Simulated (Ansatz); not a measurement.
## Worked example: a bond strength in C2H6Cl2Si (dichlorodimethylsilane)

The species is C2H6Cl2Si (11 atoms), meant as a singlet with charge 0. As SMILES, `C[Si](C)(Cl)Cl`. The shape was relaxed beforehand at B3LYP/def2-SVP.

```xyz
11

C    -1.4865    0.2621    0.5745
Si    0.0501    0.4064   -0.4770
C     1.4251   -0.7598    0.0098
Cl   -0.4657    0.0353   -2.4650
Cl    0.7617    2.3644   -0.3517
H    -1.2524    0.4785    1.6294
H    -2.2566    0.9730    0.2381
H    -1.9029   -0.7562    0.5093
H     1.7392   -0.5715    1.0492
H     2.2993   -0.6260   -0.6455
H     1.0886   -1.8062   -0.0709
```

Wanted: the dissociation energy of the Si2–C1 bond into doublet CH3Cl2Si and doublet CH3 (shapes relaxed at B3LYP/def2-SVP, no zero-point term). 1 Eh = 2625.50 kJ/mol = 27.2114 eV. Totals in Eh; open shells run unrestricted unless said.

| level | program | C2H6Cl2Si | doublet CH3Cl2Si | doublet CH3 |
| --- | --- | --- | --- | --- |
| HF/def2-SVP | Ansatz | -1286.862287 | -1247.214271 | -39.532747 |
| wB97M-V/def2-SVP | Ansatz | -1289.301106 | -1249.371423 | -39.767603 |
| CCSD(T)/def2-SVP, 17 core orbitals frozen | Ansatz | -1287.591102 | -1247.757664 | -39.684263 |

Q: Work out the dissociation energy at each level.

A: 
1. HF/def2-SVP: (-1247.214271) + (-39.532747) − (-1286.862287) = 0.115269 Eh = 302.6 kJ/mol = 3.14 eV.
2. wB97M-V/def2-SVP: (-1249.371423) + (-39.767603) − (-1289.301106) = 0.162080 Eh = 425.5 kJ/mol = 4.41 eV.
3. CCSD(T)/def2-SVP: (-1247.757664) + (-39.684263) − (-1287.591102) = 0.149175 Eh = 391.7 kJ/mol = 4.06 eV.

The levels span 303 to 426 kJ/mol; no measured value is set beside them. Hartree–Fock lacks the correlation of the electrons that are unpaired, so it comes out low. A bond enthalpy at 298 K also holds the loss of zero-point energy and thermal terms.
